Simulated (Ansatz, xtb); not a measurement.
## Relaxing a trial structure of BrFGaH3Si

The starting geometry of this gas-phase singlet has its atoms placed at random.

```xyz
7

Br   -1.1663   -0.3569    0.1201
F     0.0579    0.9616   -1.9540
Ga   -0.1216    1.6272   -0.4261
Si    1.0671   -1.0589    0.5972
H     0.6042   -1.8876   -0.4163
H    -0.5181   -0.9116   -1.0442
H     0.3034   -0.8592    1.6657
```

**Question.** Guess where an optimisation with r2SCAN-D4/def2-SVP ends from this start.

**Answer.** It ends as a structure given below by its coordinates. Distances that change by over a tenth: Br1–H6 (1.44 → 2.03 Å), F2–Ga3 (1.68 → 2.22 Å), Ga3–Si4 (3.11 → 2.69 Å), Si4–H7 (1.33 → 1.50 Å). Contacts that open: Br1–Ga3 (2.31 → 3.98 Å). Contacts that close: F2–H6 (2.16 → 0.98 Å).

The energy falls by 5.75 eV over 24 steps:

```
step  E − E(last) (eV)
   1             5.749
   4             1.748
   6             1.306
   9             0.488
  11             0.156
  14             0.020
  16             0.010
  19             0.003
  21             0.001
  24             0.000
```

Final geometry (Å):

```xyz
7

Br   -1.4216   -1.5218   -0.3581
F    -0.8189    1.0502   -1.7160
Ga    1.1349    1.5053   -0.7575
Si    0.6481   -0.8228    0.5097
H     1.5024   -2.0375    0.2657
H    -1.2025    0.2079   -1.3919
H     0.3840   -0.8669    1.9906
```

From the same start GFN2-xTB ends elsewhere, in pieces: FGaH2Si + BrH.

From so rough a start the end depends on the optimiser's path, so another program may land elsewhere. The end wasn't checked by frequencies. Run with Ansatz 0.2.0, 88 s on 2 threads of AMD EPYC 7R43 64-Core Processor (Zen 3), on a shared host.
